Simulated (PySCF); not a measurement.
# How the method moves the HOMO and LUMO of `N#CC(Cl)=[Se]`

Compound: C2ClNSe.
Geometry (PBE0-D3(BJ)/def2-SVP, Å), atoms numbered from 1 in this order:
```xyz
5
C2ClNSe angstrom
N      2.0704    0.1859    0.0883
C      0.9285    0.0828   -0.0955
C     -0.4706   -0.0473   -0.3381
Cl    -1.4105    0.0010    1.1049
Se    -1.1160   -0.2261   -1.9590
```

Basis pcSseg-2 throughout (PySCF), one geometry. Geometry: PBE0-D3(BJ)/def2-SVP; no solvent, vibrations or thermal averaging. The calculation is non-relativistic, for selenium too.

Q: How do the orbital energies, the gap and the dipole change with the method?

A: 
```json
{"method": "BLYP", "kind": "GGA", "HOMO (eV)": "-6.24", "LUMO (eV)": "-4.72", "gap (eV)": "1.52", "μ (D)": "2.40", "SCF cycles": "16"}
{"method": "B97-D", "kind": "GGA", "HOMO (eV)": "-6.39", "LUMO (eV)": "-4.83", "gap (eV)": "1.56", "μ (D)": "2.34", "SCF cycles": "14"}
{"method": "PBE", "kind": "GGA", "HOMO (eV)": "-6.42", "LUMO (eV)": "-4.88", "gap (eV)": "1.54", "μ (D)": "2.38", "SCF cycles": "16"}
{"method": "OPBE", "kind": "GGA", "HOMO (eV)": "-6.46", "LUMO (eV)": "-4.85", "gap (eV)": "1.61", "μ (D)": "2.33", "SCF cycles": "15"}
{"method": "KT2", "kind": "GGA", "HOMO (eV)": "-6.48", "LUMO (eV)": "-4.87", "gap (eV)": "1.62", "μ (D)": "2.29", "SCF cycles": "15"}
{"method": "KT3", "kind": "GGA", "HOMO (eV)": "-6.49", "LUMO (eV)": "-4.86", "gap (eV)": "1.63", "μ (D)": "2.32", "SCF cycles": "15"}
{"method": "BP86", "kind": "GGA", "HOMO (eV)": "-6.52", "LUMO (eV)": "-4.98", "gap (eV)": "1.54", "μ (D)": "2.36", "SCF cycles": "16"}
{"method": "LDA", "kind": "LDA", "HOMO (eV)": "-6.60", "LUMO (eV)": "-5.10", "gap (eV)": "1.50", "μ (D)": "2.45", "SCF cycles": "16"}
{"method": "B3LYP", "kind": "global hybrid", "HOMO (eV)": "-7.35", "LUMO (eV)": "-4.35", "gap (eV)": "3.01", "μ (D)": "2.42", "SCF cycles": "14"}
{"method": "B97-2", "kind": "global hybrid", "HOMO (eV)": "-7.35", "LUMO (eV)": "-4.22", "gap (eV)": "3.13", "μ (D)": "2.37", "SCF cycles": "13"}
{"method": "PBE0", "kind": "global hybrid", "HOMO (eV)": "-7.61", "LUMO (eV)": "-4.19", "gap (eV)": "3.41", "μ (D)": "2.39", "SCF cycles": "14"}
{"method": "mPW1PW91", "kind": "global hybrid", "HOMO (eV)": "-7.63", "LUMO (eV)": "-4.21", "gap (eV)": "3.41", "μ (D)": "2.39", "SCF cycles": "14"}
{"method": "BHandHLYP", "kind": "global hybrid", "HOMO (eV)": "-8.64", "LUMO (eV)": "-3.32", "gap (eV)": "5.32", "μ (D)": "2.45", "SCF cycles": "14"}
{"method": "CAM-B3LYP", "kind": "range-separated hybrid", "HOMO (eV)": "-8.91", "LUMO (eV)": "-3.17", "gap (eV)": "5.74", "μ (D)": "2.45", "SCF cycles": "15"}
{"method": "wB97X-D", "kind": "range-separated hybrid", "HOMO (eV)": "-9.42", "LUMO (eV)": "-2.50", "gap (eV)": "6.93", "μ (D)": "2.43", "SCF cycles": "15"}
{"method": "HF", "kind": "Hartree–Fock", "HOMO (eV)": "-10.28", "LUMO (eV)": "-0.97", "gap (eV)": "9.31", "μ (D)": "2.44", "SCF cycles": "15"}
{"method": "LC-wPBE", "kind": "range-separated hybrid", "HOMO (eV)": "-10.32", "LUMO (eV)": "-2.21", "gap (eV)": "8.11", "μ (D)": "2.46", "SCF cycles": "15"}
```

The HOMO spans 4.08 eV, from BLYP down to LC-wPBE, and the gap runs from 1.50 eV (LDA) to 9.31 eV (HF). Over the methods BLYP (0 %), B97-D (0 %), PBE (0 %), OPBE (0 %), KT2 (0 %), KT3 (0 %), BP86 (0 %), LDA (0 %), B3LYP (20 %), B97-2 (21 %), PBE0 (25 %), mPW1PW91 (25 %), BHandHLYP (50 %), HF (100 %), a straight line through the gap against the share of exact exchange rises by 0.77 eV for each 10 % (correlation coefficient 1.000). The dipole ranges from 2.29 D (KT2) to 2.46 D (LC-wPBE). This basis has no diffuse functions.

The vertical ΔSCF ionisation energy at PBE0/def2-SVPD is 9.69 eV; −ε(HOMO) comes closest to it with wB97X-D (9.42 eV).
